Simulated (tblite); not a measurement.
Q: What does the GFN2-xTB structure of `CC[P@@H](=O)[C@@H](CC)C` look like in three dimensions?

A: 
```
atom  x, y, z in Å
C1    -2.5669    1.0170   -0.7109
C2    -2.1763   -0.2910   -0.0386
C3    -0.8105   -0.2064    0.6374
C4    -0.4365   -1.5334    1.2889
P5     0.4498    0.1648   -0.6629
O6     0.3367   -0.6580   -1.8690
C7     2.1079    0.0968    0.1244
C8     3.1220    0.6026   -0.8918
H9    -1.8852    1.2261   -1.5348
H10   -2.5293    1.8443   -0.0036
H11   -3.5756    0.9533   -1.1132
H12   -2.9297   -0.5694    0.7037
H13   -2.1349   -1.0808   -0.7928
H14   -0.8073    0.5972    1.3797
H15   -0.2447   -2.2770    0.5157
H16   -1.2494   -1.8940    1.9172
H17    0.4531   -1.4335    1.9074
H18    0.3237    1.5376   -0.8960
H19    2.1265    0.6946    1.0364
H20    2.3152   -0.9462    0.3772
H21    3.0327    0.0273   -1.8115
H22    2.9356    1.6497   -1.1270
H23    4.1383    0.5052   -0.5151
```

Orientation and origin are arbitrary. Atoms count from 1 in this order. P5 (phosphoryl phosphorus) is distorted tetrahedral (angles from 100.9° to 114.4°). Of the pairs four or more bonds apart, P5···H9 is among the closest relative to their van der Waals radii: 2.71 Å, 90 % of the sum of Bondi's values.

Bonds between heavy atoms (Å): C1–C2 1.522, C2–C3 1.526, C3–C4 1.525, C3–P5 1.848, P5=O6 1.464, P5–C7 1.837, C7–C8 1.522.

Structure optimised with GFN2-xTB, isolated species.

Point group: C1 (no symmetry element, even within 0.4 Å). Its GFN2-xTB frequencies are all real (lowest 62 cm⁻¹). The numbers are those of one conformer (C1–C2–C3–C4 -179°, C2–C3–P5–O6 -47°, C3–P5–C7–C8 -172°).

The run took 0.79 s wall on an Arm Neoverse V2 with one thread, shared host with 32 logical CPUs at a one-minute load of 19. That covers the optimisation of the geometry.

All values are computed, not measured.
